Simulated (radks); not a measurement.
Results of a calculation; reference values are marked as such.
Removal energies from the dysprosium ion Dy8+, [Kr] 4d10 4f6 5s2 5p4, by Delta-SCF beside the eigenvalue of the level emptied. Level of theory: scalar-relativistic Kohn-Sham, LDA (Slater exchange, Perdew-Wang correlation), spin-polarised, spherical densities, finite nucleus; Fermi nuclear charge, rms radius of each element as measured or else 0.836 A^(1/3) + 0.57 fm (a radial shooting solver on a logarithmic mesh with Libxc functionals). Open shells are filled with parallel spins first.

removed from,final configuration,Delta-SCF (eV),-eigenvalue (eV)
5p,[Kr] 4d10 4f6 5s2 5p3,143.46,135.42
4f,[Kr] 4d10 4f5 5s2 5p4,157.41,143.51
5s,[Kr] 4d10 4f6 5s1 5p4,173.75,164.92
4d,[Kr] 4d9 4f6 5s2 5p4,306.00,291.59
